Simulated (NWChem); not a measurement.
Species: MgSiNH$_{5}$; SMILES [NH2][Mg][SiH3]

```xyz
8

Mg     0.0001    -0.7176     0.0009
N      0.0001    -2.6109    -0.0006
H      0.8149    -3.2186    -0.0002
H     -0.8147    -3.2188    -0.0004
Si     0.0002     1.8571     0.0000
H     -1.3348     2.4377    -0.3743
H      0.9871     2.4413    -0.9714
H      0.3428     2.4465     1.3393
```
Atoms are numbered in this order, from 1.

All runs: NWChem. Structure relaxed at the PBE0/def2-SVP level. Ions are spin-unrestricted doublets at the neutral geometry; other ion states weren't tried. Functional: LC-ωPBE (HJS hole) with def2-SVP; the question gives the range parameter ω in 1/bohr.

**Question.** Estimate the computed values for range parameter (1/bohr) 0.80. Quantities: vertical ionisation energy, ΔSCF (eV); −ε(HOMO) (eV).

**Answer.** 
| Item | Value |
|---|---|
| vertical ionisation energy, ΔSCF (eV) | 9.43 |
| −ε(HOMO) (eV) | 10.12 |
